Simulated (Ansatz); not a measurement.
Consider the redistribution: `N[CH2][GaH][OH]` + `CB[Si](F)(F)F` → `[OH][GaH][Si](F)(F)F` + `CBCN`.

Isolated molecules relaxed with PBE0-D4/def2-TZVP in Ansatz; ΔE leaves out vibrations. CBS: MP2 limit from def2 TZ/QZ plus the TZ coupled-cluster correction, frozen cores. Functionals use def2-TZVPP. B3LYP here is the variant with VWN-RPA as its local correlation; programs differ in this. For Ga outer-core shells are correlated without core-valence functions, which leaves a few kJ/mol of doubt a bond. Scalar relativity is left out up to krypton. Each species was taken in one conformer, which may not be the lowest.

```
             level  ΔE (kJ/mol)  difference from CCSD(T)/CBS
            PBE-D4        -57.6                         -4.8
         r2SCAN-D4        -57.5                         -4.7
           PBE0-D4        -58.9                         -6.1
          B3LYP-D4        -56.9                         -4.1
           ωB97X-V        -56.7                         -3.9
           ωB97M-V        -59.4                         -6.6
            B2PLYP        -55.7                         -2.9
               PBE        -57.6                         -4.8
            r2SCAN        -57.5                         -4.7
              PBE0        -58.9                         -6.1
             B3LYP        -57.0                         -4.2
     HF/def2-TZVPP        -58.4                         -5.6
    MP2/def2-TZVPP        -52.6                          0.2
SCS-MP2/def2-TZVPP        -52.1                          0.7
   CCSD/def2-TZVPP        -53.3                         -0.5
CCSD(T)/def2-TZVPP        -52.6                          0.2
     HF/def2-QZVPP        -59.7                         -6.9
    MP2/def2-QZVPP        -53.1                         -0.3
SCS-MP2/def2-QZVPP        -52.5                          0.3
      HF/CBS(def2)        -59.9                         -7.1
     MP2/CBS(def2)        -52.7                          0.1
    CCSD/CBS(def2)        -53.4                         -0.6
       CCSD(T)/CBS        -52.8                            0
```

Largest T1 diagnostic among the species: 0.014.

In def2-TZVPP, CCSD(T) changes the Hartree–Fock value by +5.7 kJ/mol (the triples alone add +0.6 kJ/mol) and MP2 by +5.8 kJ/mol.
